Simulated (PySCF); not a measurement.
## Electronic structure of He+ (helium, charge +1) at the PBEsol level

Configuration: 1s1, 2S determinant. Calculation: PySCF 2.14, in def2-QZVPPD (4s4p2d1f, 33 functions); the non-relativistic Hamiltonian (point nucleus).

```
Total energy                                     : -1.9695 hartree
One-electron energy                              : -1.9992 hartree
Hartree (Coulomb) energy                         : 0.6151 hartree
Exchange-correlation energy                      : -0.5854 hartree
Kinetic energy                                   : 1.96258 hartree
⟨S²⟩                                             : 0.7500
⟨L²⟩                                             : 0.000
Sum of ⟨r⟩                                       : 0.7647 bohr
Sum of ⟨r²⟩                                      : 0.7868 bohr²
Density at the nucleus (Gaussians lack the cusp) : 2.50 bohr⁻³
Spin density at the nucleus                      : 2.50 bohr⁻³
Langevin diamagnetic susceptibility              : -0.623 ×10⁻⁶ cm³/mol
```

```tsv
shell	electrons	mean orbital energy (eV)	rms radius, mean of both spins (bohr)
1s α	1	-41.517	0.887
```

For one electron the Hartree and exchange-correlation energies should cancel; what remains is the self-interaction error.
